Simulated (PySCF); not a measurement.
**Working out the ionisation energy of Au**

Au [Xe] 4f14 5d10 6s1 (2S) → Au⁺ [Xe] 4f14 5d10 (1S). All numbers are calculated (PySCF 2.14, scalar relativity through the core potential, in cc-pVTZ-PP with ECP60MDF (5s5p4d2f1g, 63 functions)). Frozen: 5s2 5p6. Energies in hartree (1 hartree = 27.21139 eV):

```csv
part,Au (lower),Au⁺ (upper)
UHF,-134.781723,-134.499457
MP2 opposite-spin,-0.249220,-0.217589
MP2 same-spin,-0.133674,-0.113641
```

Question: What does Hartree-Fock give?

Answer: (-134.499457) − (-134.781723) = 0.282266 hartree = 7.681 eV.

Question: What do MP2 and SCS-MP2 (6/5 opposite-spin, 1/3 same-spin) give?

Answer: The opposite-spin parts differ by 0.861 eV and the same-spin parts by 0.545 eV. MP2: 7.681 + (0.861) + (0.545) = 9.087 eV. SCS-MP2: 7.681 + 1.2 × (0.861) + (0.545)/3 = 8.896 eV.

Measured between the centres of the two terms (NIST): 9.226 eV, so MP2 (valence) is off by -0.139 eV.

What remains against the reference includes basis incompleteness, the frozen core and correlation beyond second order.
